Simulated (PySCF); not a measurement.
GeHFBr2, SMILES [GeH]([Br])([F])[Br].

The structure is a stationary point at B3LYP-D3(BJ)/def2-SVP. This is a generated structure with no PubChem entry under its InChIKey; it may be hypothetical.

Level of theory: PBE/def2-TZVP (PySCF).

Symmetry labels are those of the subgroup Cs that the program uses (full group Cs).

List the valence orbital energies around the gap with their symmetry. (Estimate from the structure and the level; the computed values follow.)


```
orbital  symmetry  energy (eV)
-------  --------  -----------
HOMO−7         A'       -10.69
HOMO−6         A"       -10.56
HOMO−5         A'        -9.23
HOMO−4         A"        -9.22
HOMO−3         A'        -8.04
HOMO−2         A'        -7.80
HOMO−1         A"        -7.73
HOMO           A"        -7.56
LUMO           A'        -2.78
LUMO+1         A'        -1.09
LUMO+2         A"        -0.94
LUMO+3         A'         0.46
```
